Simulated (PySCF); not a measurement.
WO2F2, SMILES [O]=[W](=[O])([F])[F], multiplicity 1.

The structure is a stationary point at B3LYP-D3(BJ)/def2-SVP. The spin state was assumed, not searched. The isomer is the one that the SMILES or the coordinates give; other isomers of the formula were not compared. The def2 effective core potentials stand for the cores of W; spin–orbit coupling is left out.

Method: PySCF 2.14.0 with B3LYP-D3(BJ)/def2-SVP.

Frequencies are harmonic and unscaled.

```tsv
mode	ν (cm⁻¹)	IR (km/mol)	Raman (Å⁴/amu)	depolarisation	moving atoms (share of kinetic energy)
1	176	8.4	0.8	0.73	F 90 %, W 9 %
2	217	13.8	0.6	0.75	F 57 %, O 26 %, W 17 %
3	254	0.0	3.6	0.75	O 61 %, F 39 %
4	257	21.5	0.7	0.75	O 66 %, F 22 %, W 12 %
5	360	4.5	3.4	0.74	O 92 %
6	711	74.9	3.6	0.06	F 93 %
7	719	120.6	0.5	0.75	F 85 %, W 15 %
8	1017	183.3	5.7	0.75	O 89 %, W 11 %
9	1054	57.2	25.5	0.04	O 94 %
```
